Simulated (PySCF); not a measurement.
From one molecule to another.

First species: CH9ClOSi3.
Bonds: Si1–Si2, Si2–O3, O3–Si4, Si4–C5, C5–Cl6. Hydrogens: H7, H8, H9 on Si1; H10, H11 on Si2; H12, H13 on Si4; H14, H15 on C5.

Second species: CH9ClOSi3.
SMILES: `[SiH3]O[Si@@H]([SiH3])CCl`

Levels: B3LYP/def2-SVPD for dipole moment, HOMO energy, LUMO energy, HOMO–LUMO gap, static isotropic polarisability and electronic spatial extent ⟨r²⟩ about the centre of nuclear charge; TDDFT B3LYP/def2-SVPD for lowest singlet excitation; TDA B3LYP/def2-SVPD for lowest triplet excitation (Tamm–Dancoff); GFN2-xTB for rotational constant A and rotational constant C. Geometries: GFN2-xTB. All species are isolated and taken at one optimised geometry, non-relativistic unless stated. Electronic properties by PySCF.

The conformers computed, where there is a choice (atom-mapped SMILES and torsion angles):
- `[SiH3:1][SiH2:2][O:3][SiH2:4][CH2:5][Cl:6]`: Si1–Si2–O3–Si4 30°, Si2–O3–Si4–C5 23°, O3–Si4–C5–Cl6 -63°
- `[SiH3:1][O:2][Si@@H:3]([SiH3:4])[CH2:5][Cl:6]`: Si1–O2–Si3–Si4 48°, O2–Si3–C5–Cl6 -177°

Values for the first species:

```
Dipole moment                                                     : 1.47 D
HOMO energy                                                       : -7.72 eV
LUMO energy                                                       : -0.70 eV
HOMO–LUMO gap                                                     : 7.02 eV
Lowest singlet excitation                                         : 6.11 eV
Lowest triplet excitation (Tamm–Dancoff)                          : 5.60 eV
Static isotropic polarisability                                   : 109.6 au
Electronic spatial extent ⟨r²⟩ about the centre of nuclear charge : 1615 bohr²
Rotational constant A                                             : 1.717 GHz
Rotational constant C                                             : 0.706 GHz
```

(1) Estimate the same properties for the second species, and the change in each.

## Answers

(1) 
```
                                                         property       first      second  second less first
                                                    dipole moment      1.47 D      1.98 D            +0.51 D
                                                      HOMO energy    -7.72 eV    -7.69 eV           +0.03 eV
                                                      LUMO energy    -0.70 eV    -0.85 eV           -0.15 eV
                                                    HOMO–LUMO gap     7.02 eV     6.84 eV           -0.18 eV
                                        lowest singlet excitation     6.11 eV     5.91 eV           -0.20 eV
                         lowest triplet excitation (Tamm–Dancoff)     5.60 eV     5.53 eV           -0.07 eV
                                  static isotropic polarisability    109.6 au    110.8 au            +1.2 au
electronic spatial extent ⟨r²⟩ about the centre of nuclear charge  1615 bohr²  1886 bohr²         +271 bohr²
                                            rotational constant A   1.717 GHz   2.108 GHz         +0.391 GHz
                                            rotational constant C   0.706 GHz   0.582 GHz         -0.124 GHz
```

On the first: The vertical singlet–triplet gap S1 − T1 is 0.51 eV (TDDFT singlet less Tamm–Dancoff triplet; S1: HOMO→LUMO, weight 0.88; T1: HOMO→LUMO, weight 0.56, beside HOMO−1→LUMO, weight 0.38). The 8 singlets span 6.11 to 7.00 eV, and their oscillator strengths add up to 0.10.

On the second: In atomic units the dipole is 0.78 e·bohr (1 au = 2.5417 D). The principal polarisabilities are 94.6, 114.0 and 124.0 au; their mean is the isotropic value.
